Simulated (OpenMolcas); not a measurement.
W5+ (d1) among equal point charges was computed by CASSCF with the d shell active (OpenMolcas, ANO-RCC-VDZP on the metal). Its lowest spin-free states, and all those of the highest spin:

| 2S+1 | Degeneracy | E (cm-1) |
| --- | --- | --- |
| 2 | 3 | 0.0 |
| 2 | 2 | 8819 |

**Question.** Is the site octahedral, tetrahedral or cube-like, axial, or of lower symmetry?

**Answer.** The states with 2S+1 = 2 have orbital degeneracies 3, 2. Threefold states need a cubic site. For d1 at this spin an octahedron puts the threefold T2 below the twofold E and a tetrahedron or cube puts the twofold E below the threefold T2, so the site is octahedral. The first gap at this spin, 8820 cm-1, is |10Dq| in ligand-field theory. The run had W5+ among 6 point charges of -1.2 e arranged as an octahedron (Oh), 1.96 Å from the ion.

An orbital triplet at a regular site is open to Jahn-Teller coupling, which can distort the site and quench the lowest spin-orbit gaps and is left out. This field is weak: 10Dq is about 8819 cm-1, while octahedral complexes of 5d ions of charge 3 and more, computed by the same method with explicit ligands, had a median near 35000 cm-1. Ground spin and moment need not be those of a real site. Point charges carry no covalency, so the field is a model and not that of real ligands. No measured value stands beside these numbers.
